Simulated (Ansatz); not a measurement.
Gas-phase electronic energies from Ansatz, PBE0-D4/def2-TZVP geometries. CCSD(T)/CBS adds triple-zeta CCSD(T) − MP2 to the extrapolated MP2 energy (def2 sets, frozen cores). One conformer a species, not always the lowest.

`F[SiH2][AlH2]` + `CCN=C=CO` → `CC[SiH](F)[AlH2]` + `N=C=CO`  (formal exchange of groups at the Si–H bond)

```json
{"level": "SCS-MP2/def2-TZVPP", "ΔE (kJ/mol)": "-41.0"}
{"level": "HF/def2-QZVPP", "ΔE (kJ/mol)": "-34.7"}
```

(1) What does CCSD(T)/CBS give? (Estimate.)

Largest T1 diagnostic among the species: 0.014.

## Answers

(1) The calculation gave: -46.7 kJ/mol. The listed levels differ from it by 5.7, 12.0 kJ/mol.

In def2-TZVPP, CCSD(T) changes the Hartree–Fock value by −9.8 kJ/mol (the triples alone add −0.3 kJ/mol) and MP2 by −9.3 kJ/mol. The D4 term adds −3.9 kJ/mol with B3LYP and −2.0 kJ/mol with PBE0; it sums over pairs of atoms, weighted by their polarisabilities, and B3LYP, whose exchange is more repulsive, gets the larger term.

B3LYP here is the variant with VWN-RPA as its local correlation; programs differ in this.
